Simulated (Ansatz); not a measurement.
The cluster Si₅Te₃⁺. Charge 1, multiplicity 2. Geometry PBE-D4/def2-SVP, that of the neutral singlet; atoms count from 1.

```xyz
8

Si   -1.1527    1.0770    1.5917
Si    1.1614    1.7315    0.5250
Si   -0.3132   -2.0621   -1.1371
Si   -0.1403   -0.0543   -2.3705
Si    0.9742   -0.4458    1.8645
Te    1.9305   -0.6439   -0.7772
Te   -1.3774   -1.5214    1.2089
Te   -1.0825    1.9191   -0.9053
```

In the def2 sets Te takes a core potential; there is no spin–orbit coupling. The structure comes from a short search, and lower isomers may exist.

(1) Estimate the Mulliken populations from the PBE0/def2-TZVP orbitals of Ansatz.

(2) Where does the spin sit?

(3) And the Mayer bond orders between heavy atoms (over 0.3)?

Results:

(1) 
```json
{"atom": "Si1", "charge (e)": "0.08", "spin (α − β)": "0.12"}
{"atom": "Si2", "charge (e)": "0.12", "spin (α − β)": "0.02"}
{"atom": "Si3", "charge (e)": "0.14", "spin (α − β)": "0.47"}
{"atom": "Si4", "charge (e)": "0.14", "spin (α − β)": "0.47"}
{"atom": "Si5", "charge (e)": "0.12", "spin (α − β)": "0.02"}
{"atom": "Te6", "charge (e)": "0.13", "spin (α − β)": "-0.02"}
{"atom": "Te7", "charge (e)": "0.13", "spin (α − β)": "-0.04"}
{"atom": "Te8", "charge (e)": "0.13", "spin (α − β)": "-0.04"}
```
Mulliken values depend strongly on the basis.

(2) Summed by element: Si 1.10, Te -0.10, of 1 unpaired in all. Largest on single atoms: Si3 0.47, Si4 0.47, Si1 0.12.

(3) Si1–Si2 0.53 (2.63 Å); Si1–Si5 0.53 (2.63 Å); Si1–Te7 0.83 (2.64 Å); Si1–Te8 0.83 (2.64 Å); Si2–Si5 0.58 (2.56 Å); Si2–Te6 0.63 (2.82 Å); Si2–Te8 0.81 (2.67 Å); Si3–Si4 0.91 (2.36 Å); Si3–Te6 0.77 (2.68 Å); Si3–Te7 0.93 (2.63 Å); Si4–Te6 0.77 (2.68 Å); Si4–Te8 0.93 (2.63 Å); Si5–Te6 0.63 (2.82 Å); Si5–Te7 0.81 (2.67 Å).
